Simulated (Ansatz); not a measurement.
Reaction (isomerisation): `N[SiH](O)CO` → `NC(O)O[SiH3]`

Computed with Ansatz on PBE0-D4/def2-TZVP structures; ΔE is electronic, products minus reactants. CCSD(T)/CBS is the MP2 limit (def2-TZVPP, def2-QZVPP) plus CCSD(T) − MP2 in def2-TZVPP, frozen cores. Functionals use def2-TZVPP. B3LYP here is the variant with VWN-RPA as its local correlation; programs differ in this. Each species was taken in one conformer, which may not be the lowest.

(1) Is it downhill or uphill in electronic energy at CCSD(T)/CBS, and by how much? (Best estimate.)

(2) What do these levels give: PBE-D4, r2SCAN-D4, PBE0-D4, ωB97X-V, B2PLYP, r2SCAN, PBE0, B3LYP, HF/def2-QZVPP, MP2/def2-QZVPP, SCS-MP2/def2-QZVPP, HF/CBS(def2)? (An estimate is asked.)

Largest T1 diagnostic among the species: 0.011.

## Answers

(1) Computed: Uphill: ΔE = +31.5 kcal/mol.

(2) Computed: PBE-D4 29.9, r2SCAN-D4 30.3, PBE0-D4 29.9, ωB97X-V 28.4, B2PLYP 30.2, r2SCAN 30.2, PBE0 29.6, B3LYP 29.4, HF/def2-QZVPP 25.8, MP2/def2-QZVPP 32.8, SCS-MP2/def2-QZVPP 31.1, HF/CBS(def2) 25.8 kcal/mol.

In def2-TZVPP, CCSD(T) changes the Hartree–Fock value by +4.1 kcal/mol (the triples alone add +0.1 kcal/mol) and MP2 by +6.1 kcal/mol.
